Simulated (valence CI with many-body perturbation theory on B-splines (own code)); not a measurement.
## Sensitivity of CI+MBPT for Sr15+

Computed by relativistic CI+MBPT: five valence electrons over a frozen Dirac-Fock core [Ar], a basis of 6 s, 6 p, 5 d, 5 f, 1 g functions for each j, with the one-electron correlation potential Σ1, the two-electron term Σ2, the three-electron term Σ3, Breit, model QED; selected CI, second order for the rest (own B-spline code, finite nucleus).

No measured spectrum was set against this ion. As an estimate, terms of the open shell hold to 2 to 4 % of their energy, and close levels can change places. Among the levels kept, up to 330 cm⁻¹ of a level comes from second order outside the variational space, and about a tenth of that is noise between levels of different J, which matters for small intervals. Only levels of the ground parity were solved; by the run's estimate the other parity begins above the list, which can be wrong where configurations are misplaced.

The reference run has the lowest level 3d5 6S_5/2 and an ionisation energy of 561.239 eV. Its largest variational space holds 9999 state functions.

Names give the largest LS component (configuration and term), which can be under half, so a name can repeat, a term be missing and a line seem to break the LS rules; names also repeat where a configuration has a term twice.

Changed runs:
A. lowest core n in screening and Σ2 1 → 2; averaging of valence orbitals over low configurations on → off
B. factor on the speed of light 1 → 10; QED terms on → off; Davidson tolerance 2e-05 → 0.001
C. three-electron term on → off; scale of Σ1 1 → 0
D. factor on the speed of light 1 → 0.9 (bad on purpose)

Excitation energies of the reference run in cm⁻¹, and shifts in cm⁻¹:

```
                 Level  Reference        A       B       C       D
            3d5 4G_5/2      79474      -52   +4387   +1048   -3065
           3d5 4G_11/2      82590      +11    +998    +914    -157
            3d5 4G_7/2      82774      -39   +1087    +697    -505
            3d5 4G_9/2      84076      -37    -266    +600    +332
            3d5 4P_5/2      86145      -65   +8101   +1174        
            3d5 4P_3/2      88769      -73   +5456   +1197   -1447
            3d5 4P_1/2      92772      -76   +1286   +1435    -194
            3d5 4D_7/2     100430      -61    +499    +151    +354
            3d5 4D_1/2     106204      -63   -5512    +471   +2256
            3d5 4D_5/2     107025      -71   -6096    +429   +1176
            3d5 4D_3/2     108707      -68   -7820    +430   +2637
           3d5 2I_11/2     118342      +10   +3247   +1826    -480
Ionisation energy (eV)    561.239  +0.0048  +3.511  -2.261  -0.983
```

A blank means that the level has no clear partner in that run.
